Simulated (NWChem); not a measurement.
Molecule: C4H7Cl; SMILES C1CCC1Cl

```xyz
12

Cl     0.1103     1.8213     0.0000
C      0.5447     0.0600     0.0000
C     -0.0684    -0.8440    -1.0864
C     -0.1673    -1.9535     0.0000
C     -0.0684    -0.8440     1.0864
H      1.6358     0.0250     0.0000
H      0.5312    -1.0315    -1.9816
H     -1.0585    -0.4856    -1.3826
H      0.7087    -2.6095     0.0000
H     -1.0697    -2.5706     0.0000
H      0.5312    -1.0315     1.9816
H     -1.0585    -0.4856     1.3826
```
Atoms are numbered in this order, from 1.

Level: B3LYP/6-31G* (spherical d) (NWChem), optimised geometry, unscaled harmonic frequencies. B3LYP is NWChem's, with the RPA form of VWN correlation.

Question: List the harmonic frequencies with IR intensities, and the thermochemistry.

Answer: 
```json
[
 {"frequency (cm⁻¹)": "155", "IR intensity (km/mol)": "0.8"},
 {"frequency (cm⁻¹)": "283", "IR intensity (km/mol)": "1.0"},
 {"frequency (cm⁻¹)": "367", "IR intensity (km/mol)": "6.8"},
 {"frequency (cm⁻¹)": "527", "IR intensity (km/mol)": "6.9"},
 {"frequency (cm⁻¹)": "728", "IR intensity (km/mol)": "15.6"},
 {"frequency (cm⁻¹)": "796", "IR intensity (km/mol)": "0.8"},
 {"frequency (cm⁻¹)": "846", "IR intensity (km/mol)": "52.0"},
 {"frequency (cm⁻¹)": "924", "IR intensity (km/mol)": "0.3"},
 {"frequency (cm⁻¹)": "925", "IR intensity (km/mol)": "0.9"},
 {"frequency (cm⁻¹)": "962", "IR intensity (km/mol)": "2.5"},
 {"frequency (cm⁻¹)": "1038", "IR intensity (km/mol)": "17.2"},
 {"frequency (cm⁻¹)": "1058", "IR intensity (km/mol)": "0.5"},
 {"frequency (cm⁻¹)": "1134", "IR intensity (km/mol)": "0.1"},
 {"frequency (cm⁻¹)": "1205", "IR intensity (km/mol)": "0.9"},
 {"frequency (cm⁻¹)": "1246", "IR intensity (km/mol)": "2.8"},
 {"frequency (cm⁻¹)": "1264", "IR intensity (km/mol)": "0.1"},
 {"frequency (cm⁻¹)": "1269", "IR intensity (km/mol)": "0.2"},
 {"frequency (cm⁻¹)": "1286", "IR intensity (km/mol)": "2.1"},
 {"frequency (cm⁻¹)": "1312", "IR intensity (km/mol)": "0.3"},
 {"frequency (cm⁻¹)": "1333", "IR intensity (km/mol)": "48.2"},
 {"frequency (cm⁻¹)": "1507", "IR intensity (km/mol)": "1.9"},
 {"frequency (cm⁻¹)": "1517", "IR intensity (km/mol)": "3.3"},
 {"frequency (cm⁻¹)": "1540", "IR intensity (km/mol)": "1.3"},
 {"frequency (cm⁻¹)": "3083", "IR intensity (km/mol)": "31.6"},
 {"frequency (cm⁻¹)": "3086", "IR intensity (km/mol)": "46.3"},
 {"frequency (cm⁻¹)": "3090", "IR intensity (km/mol)": "2.7"},
 {"frequency (cm⁻¹)": "3120", "IR intensity (km/mol)": "4.2"},
 {"frequency (cm⁻¹)": "3131", "IR intensity (km/mol)": "4.5"},
 {"frequency (cm⁻¹)": "3141", "IR intensity (km/mol)": "15.8"},
 {"frequency (cm⁻¹)": "3153", "IR intensity (km/mol)": "54.2"}
]
```

```yaml
zero_point_energy: 64.3 kcal/mol
thermal correction to the enthalpy at 298.15 K (with zero-point energy): 68.1 kcal/mol
heat capacity Cv: 17.9 cal/(mol K)
entropy at 298.15 K and 1 atm (symmetry number 1): 72.9 cal/(mol K)
dipole_moment: 2.42 D
```

Rigid rotor and harmonic oscillator.
